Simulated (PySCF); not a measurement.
## `F[C@H](C=C)[C@@H]1O[C@@H]1F`, C$_{5}$H$_{6}$F$_{2}$O

Geometry (Å), atoms numbered from 1 in this order:
```xyz
14

C    -2.0427    1.2261    0.0075
C    -1.0799    0.4442    0.4551
C    -0.4302   -0.6440   -0.3543
F    -1.0543   -0.7922   -1.5726
C     1.0337   -0.3228   -0.6095
O     1.9788   -1.3645   -0.4998
C     2.0172   -0.4057    0.4691
F     1.5948   -0.7764    1.7024
H    -2.4313    1.1226   -0.9914
H    -2.4836    1.9880    0.6258
H    -0.6866    0.5306    1.4576
H    -0.5104   -1.6122    0.1590
H     1.2037    0.3716   -1.4275
H     2.8901    0.2343    0.5465
```

Computed with TDDFT CAM-B3LYP/def2-SVPD circular dichroism and optical rotation, one conformer, gas phase in PySCF. Geometry: GFN2-xTB.

The molecule is flexible and this is one conformer; a measurement averages over conformers. States above about 9.4 eV (minus the energy of the highest occupied orbital) lie near or above the ionisation threshold and depend on the basis.

Question: Draw the ECD and absorption spectra from the lowest 16 states, each a Gaussian of half-width 0.35 eV at 1/e height.

Answer: 
```tsv
E (eV)	λ (nm)	Δε (L mol⁻¹ cm⁻¹)	ε (L mol⁻¹ cm⁻¹)
7.10	175	+6.79	2930
7.20	172	+14.35	6170
7.30	170	+25.79	11000
7.40	168	+39.26	16800
7.50	165	+50.37	21800
7.60	163	+53.80	24100
7.70	161	+46.50	22800
7.80	159	+30.02	18400
7.90	157	+10.01	12800
8.00	155	-7.03	7900
8.10	153	-17.16	4640
8.20	151	-20.38	3080
8.30	149	-19.41	2720
8.40	148	-17.33	2960
8.50	146	-15.85	3330
8.60	144	-14.92	3580
8.70	143	-13.36	3650
8.80	141	-9.91	3560
8.90	139	-4.17	3450
9.00	138	+3.31	3390
9.10	136	+11.56	3460
9.20	135	+19.74	3620
9.30	133	+27.15	3770
9.40	132	+32.66	3770
```
Δε uses R in velocity form, ε uses f in length form. Only the states computed contribute, so the short-wavelength end is incomplete.

The sign of the CD band at 140 nm isn't settled: the length form gives the opposite one.
